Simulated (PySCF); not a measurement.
Al(Cl)(Br)(OH) (AlBrClHO), SMILES [OH][Al]([Cl])[Br]. Atoms are numbered in the order given.

```xyz
5

Al     0.4369    -0.6098     0.0000
Cl    -0.9570    -2.1541     0.0000
Br    -0.2508     1.5203     0.0000
O      2.0692    -1.0296     0.0000
H      2.8127    -0.4246     0.0000
```
Charge 0, spin multiplicity 1.

The structure is a stationary point at PBE0-D3(BJ)/def2-SVP. One conformer was computed; it need not be the lowest.

These are B3LYP/def2-TZVPD (PySCF) values and carry that method's errors.

Symmetry labels are those of the subgroup Cs that the program uses (full group Cs).

Computed valence orbital energies around the gap with their symmetry:
```tsv
orbital	symmetry	energy (eV)
HOMO−7	A'	-11.69
HOMO−6	A'	-10.65
HOMO−5	A"	-9.92
HOMO−4	A'	-9.80
HOMO−3	A"	-9.35
HOMO−2	A'	-9.34
HOMO−1	A"	-8.80
HOMO	A'	-8.58
LUMO	A'	-1.63
LUMO+1	A"	-0.86
LUMO+2	A'	0.05
LUMO+3	A'	0.41
```
